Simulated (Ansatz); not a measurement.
`OC(O)=[Se]`, charge 0, multiplicity 1.

Question: Give a relaxed structure at PBE0-D4/def2-TZVP (Ansatz 0.2.0). (Estimate.)

Answer: Ansatz gave: 
Z-matrix (Å, degrees):
```
C
O 1 1.314
Se 1 1.796 2 125.3
O 1 1.314 2 109.5 3 180.0
H 2 0.966 1 107.1 3 0.0
H 4 0.966 1 107.1 2 -180.0
```
Point group C2v.
